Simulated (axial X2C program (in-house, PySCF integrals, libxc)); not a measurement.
## Potential curves of CaTe, without spin–orbit coupling

Calculated with an axial X2C code built on PySCF integrals. Spin-free means the one-electron spin-free X2C Hamiltonian. Basis: Te dyall-cv3z [11s12p8d4f1g], Ca dyall-cv3z [11s12p6d4f] (cores contracted in-house); Gaussian nuclei, density fitting, unrestricted open shells. Masses: Te 129.906 u, Ca 39.963 u.

State: M_S = 0, Λ = 0 (closed shell). Energies in kJ/mol from the fragments at the same level (Te + Ca). Fits are polynomials in 1 − R0/R over 0.85 to 1.23 times the lowest point R0.

```json
{"R (Å)": "2.3133", "PBE0": "-180.11"}
{"R (Å)": "2.4197", "PBE0": "-230.08"}
{"R (Å)": "2.4995", "PBE0": "-251.38"}
{"R (Å)": "2.5792", "PBE0": "-262.10"}
{"R (Å)": "2.6590", "PBE0": "-264.62"}
{"R (Å)": "2.7521", "PBE0": "-259.72"}
{"R (Å)": "2.8451", "PBE0": "-248.68"}
{"R (Å)": "2.9648", "PBE0": "-228.41"}
{"R (Å)": "3.1110", "PBE0": "-198.36"}
{"R (Å)": "3.3237", "PBE0": "-151.19"}
```

Occupations by symmetry block were frozen at the best pattern of an incomplete PBE0 search. Closed shells are restricted here (equal orbitals for both partners); the stretched side of such a curve lies too high. Dissociation energies refer to the lowest single-determinant-based atoms at the same level and basis. Spin-free De lacks the spin–orbit lowering of the heavy p-block atom, a tenth of an eV or more for 4p and 5p, up to an eV for 6p and one to two eV for 7p atoms, less what an open-shell molecule gains itself.

Problem. Fit the PBE0 curve near its minimum: give the equilibrium distance, the harmonic wavenumber and the well depth.

Solution. At PBE0, spin-free: Re = 2.648 Å, ωe ≈ 307 cm⁻¹, De = 2.74 eV to Te + Ca; Be follows as 0.0787 cm⁻¹.
